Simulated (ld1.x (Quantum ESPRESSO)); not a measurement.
**Configuration tests for vanadium (V) (TM)**

ld1.x (Quantum ESPRESSO) 7.5 input, shortened:

```
&input
   title='V', zed=23., rel=1, dft='BLYP', iswitch=3,
   config='[Ar] 3d3 4s2 4p0'
 /
 &inputp
   pseudotype=2, tm=.true., lloc=-1, rcloc=0.95,
   nlcc=.true., new_core_ps=.true.
 /
3
3S  1  0   2.00   0.00  1.10  1.10  0.0
3P  2  1   6.00   0.00  1.55  1.55  0.0
3D  3  2   3.00   0.00  2.20  2.20  0.0
 &test
   configts(1)='3s2 3p6 3d3 4s2 4p0'
 /
```

Occupied shells without a wave of their own: 4s. They enter only through the test configuration that unscreens the potential, and ld1.x also counts them in the model core charge.

Energies are relative to the spin-unpolarised reference configuration 3s2 3p6 3d3 4s2 4p0; without spin polarisation the order of configurations can differ from experiment. The frozen-core shift is the all-electron ΔE with the core orbitals held at their reference shape minus the fully relaxed ΔE.

ld1.x takes every shell without a wave as core, so the model core holds the 4s electrons as well and exchange and correlation see them twice. This cancels in the reference configuration, but the file is broken for other ones, and its errors say nothing about a proper core correction.

| valence configuration | charge | ΔE all-electron (eV) | error AE − PS (meV) | frozen-core shift (meV) |
| --- | --- | --- | --- | --- |
| 3s2 3p6 3d3 4s1 4p0 | +1 | 7.690 | -298 | +0.6 |
| 3s2 3p6 3d3 4s0 4p0 | +2 | 22.139 | -987 | +1.4 |
| 3s2 3p6 3d2 4s0 4p0 | +3 | 51.034 | -1429 | -1.2 |
| 3s2 3p6 3d3 4s0 4p2 | 0 | 6.956 | -358 | +0.4 |
| 3s2 3p6 3d1 4s0 4p0 | +4 | 96.884 | -1185 | -3.5 |
| 3s2 3p6 3d4 4s0 4p0 | +1 | 7.271 | -441 | +3.4 |
| 3s2 3p6 3d2 4s2 4p1 | 0 | 5.807 | +132 | -2.6 |

Levels in the configuration 3s2 3p6 3d3 4s0 4p2:

| level | all-electron (eV) | pseudo (eV) |
| --- | --- | --- |
| 3s | -72.635 | -72.795 |
| 3p | -46.514 | -46.659 |
| 3d | -7.581 | -7.694 |
| 4p | -2.480 | -2.473 |

A variational frozen-core shift is positive and of second order in the change. This column holds negative values, so the frozen-core run of ld1.x carries numerical noise or an error of first order here, and the column gives no more than the rough size of the effect.
